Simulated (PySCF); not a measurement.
Species: C₄H₁₀OSi₂.
Z-matrix (Å and degrees, GFN2-xTB geometry), rows numbered from 1:
```
C 
C   1  1.3207
O   2  1.3403  1  126.51
Si  3  1.6339  2  132.28  1    -1.94
C   4  1.8742  3   99.86  2  -179.78
C   5  1.3305  4  125.73  3  -178.44
Si  6  1.8796  5  126.67  4     0.28
H   1  1.0735  2  120.86  3  -179.96
H   1  1.0753  2  121.39  3    -0.07
H   2  1.0851  1  121.81  3  -179.93
H   4  1.4677  3  110.88  2    61.00
H   4  1.4675  3  110.09  2   -60.17
H   5  1.0870  4  115.73  3     1.47
H   6  1.0872  5  117.97  4   179.67
H   7  1.4625  6  110.89  5   -37.84
H   7  1.4673  6  107.79  5  -157.86
H   7  1.4660  6  109.72  5    83.60
```

Theory: PBE0/def2-SVPD in PySCF (dipole) on a GFN2-xTB geometry, gas phase.

Take the most abundant isotopes and a rigid rotor. The values belong to one conformer with, in the numbering `[CH2:1]=[CH:2][O:3][SiH2:4]/[CH:5]=[CH:6]\[SiH3:7]`, C1–C2–O3–Si4 -2°, C2–O3–Si4–C5 180°, O3–Si4–C5–C6 -178°.

(1) Give the principal moments of inertia and the rotational constants in MHz.

(2) What kind of rotor is it?

(3) What does the inertial defect say?

(4) Give the other two planar moments, Paa and Pbb, and the rms extents of the mass along the axes.

(5) List the rotational levels J(Ka,Kc) to J = 2 (cm⁻¹).

(6) Which types of transition are allowed, and where do some lines up to J = 4 fall?

Answers

(1) Ia = 85.08, Ib = 753.40, Ic = 826.87 u·Å²; 505379 MHz·u·Å²/I gives A = 5940, B = 670.8, C = 611.2 MHz.

(2) A near-prolate asymmetric top; Ray's κ = -0.978.

(3) Not planar: Δ = Ic − Ia − Ib = -11.62 u·Å². For a rigid frame Δ = −2 Σ m c², so Σ m c² = 5.81 u·Å² lies off the ab plane: 5.78 from hydrogen and 0.03 from heavier atoms. The atom farthest from that plane is 1.38 Å away.

(4) Paa = Σ m a² = (Ib + Ic − Ia)/2 = 747.59 and Pbb = Σ m b² = (Ia + Ic − Ib)/2 = 79.27 u·Å². With the mass M = 130.03 u, the rms extents √(P/M) along a, b and c are 2.40, 0.78, 0.21 Å.

(5) Above 0(0,0):
J = 1: 1(0,1) 0.0428, 1(1,1) 0.2185, 1(1,0) 0.2205
J = 2: 2(0,2) 0.1283, 2(1,2) 0.3021, 2(1,1) 0.3080, 2(2,1) 0.8353, 2(2,0) 0.8353
Those of J = 1 are B + C, A + C and A + B.

(6) The dipole components are |μa| = 0.23 D, |μb| = 0.28 D, |μc| = 0.02 D. Intensities carry the squares of the components, which stand as 0.70 : 1.00 : 0.00 (a : b : c). Some of the stronger lines:

```json
{"type": "a", "branch": "Q", "J(Ka,Kc)": "4(1,3) ← 4(1,4)", "MHz": "596", "lower level (cm⁻¹)": "0.594"}
{"type": "a", "branch": "R", "J(Ka,Kc)": "1(0,1) ← 0(0,0)", "MHz": "1282", "lower level (cm⁻¹)": "0.000"}
{"type": "a", "branch": "R", "J(Ka,Kc)": "2(1,2) ← 1(1,1)", "MHz": "2504", "lower level (cm⁻¹)": "0.219"}
{"type": "a", "branch": "R", "J(Ka,Kc)": "3(1,2) ← 2(1,1)", "MHz": "3935", "lower level (cm⁻¹)": "0.308"}
{"type": "a", "branch": "R", "J(Ka,Kc)": "4(3,1) ← 3(3,0)", "MHz": "5129", "lower level (cm⁻¹)": "1.847"}
{"type": "a", "branch": "R", "J(Ka,Kc)": "4(2,2) ← 3(2,1)", "MHz": "5133", "lower level (cm⁻¹)": "0.964"}
{"type": "a", "branch": "R", "J(Ka,Kc)": "4(1,3) ← 3(1,2)", "MHz": "5246", "lower level (cm⁻¹)": "0.439"}
{"type": "b", "branch": "R", "J(Ka,Kc)": "3(1,3) ← 2(0,2)", "MHz": "8966", "lower level (cm⁻¹)": "0.128"}
{"type": "b", "branch": "R", "J(Ka,Kc)": "4(1,4) ← 3(0,3)", "MHz": "10130", "lower level (cm⁻¹)": "0.256"}
{"type": "b", "branch": "Q", "J(Ka,Kc)": "3(2,1) ← 3(1,2)", "MHz": "15721", "lower level (cm⁻¹)": "0.439"}
{"type": "b", "branch": "R", "J(Ka,Kc)": "2(2,1) ← 1(1,0)", "MHz": "18431", "lower level (cm⁻¹)": "0.221"}
{"type": "b", "branch": "R", "J(Ka,Kc)": "3(2,2) ← 2(1,1)", "MHz": "19654", "lower level (cm⁻¹)": "0.308"}
{"type": "b", "branch": "R", "J(Ka,Kc)": "4(2,3) ← 3(1,2)", "MHz": "20846", "lower level (cm⁻¹)": "0.439"}
{"type": "b", "branch": "R", "J(Ka,Kc)": "3(3,1) ← 2(2,0)", "MHz": "30341", "lower level (cm⁻¹)": "0.835"}
{"type": "b", "branch": "R", "J(Ka,Kc)": "4(3,2) ← 3(2,1)", "MHz": "31622", "lower level (cm⁻¹)": "0.964"}
{"type": "b", "branch": "R", "J(Ka,Kc)": "4(3,1) ← 3(2,2)", "MHz": "31625", "lower level (cm⁻¹)": "0.964"}
{"type": "b", "branch": "R", "J(Ka,Kc)": "4(4,1) ← 3(3,0)", "MHz": "42221", "lower level (cm⁻¹)": "1.847"}
```

GFN2-xTB frequencies: not computed here. Constants of a rigid frame at the computed geometry: no zero-point averaging, no centrifugal distortion. A rigid rotor knows nothing of internal rotation, which can split or shift real lines.
